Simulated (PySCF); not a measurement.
Computed shifts of a molecule C2H6F2Si, PBE/pcSseg-1 (PySCF), GIAO, gas phase, atoms alike by connectivity averaged where their shifts nearly agree, in ppm (number of nuclei): ¹³C: 133.2 (1), -11.5 (1). ²⁹Si: -45.7 (1). ¹⁹F: -166.4 (2). ¹H: 6.90 (1), 4.39 (2), 0.70 (3). References: ¹³C against TMS (σ = 182.0 ppm); ²⁹Si against TMS (σ = 335.4 ppm); ¹⁹F against CFCl3 (σ = 133.6 ppm); ¹H against TMS (σ = 31.49 ppm), references at their B3LYP-D3(BJ)/def2-TZVP geometries, non-relativistic. The structure is a stationary point at B3LYP-D3(BJ)/def2-SVP. Other conformers were not sampled.

### Question
Which molecule gave these data?
A) C[SiH2]C(F)F
B) C[Si](C)(F)F
C) FC[SiH2]CF
D) CC[SiH](F)F

### Answer
A, C[SiH2]C(F)F
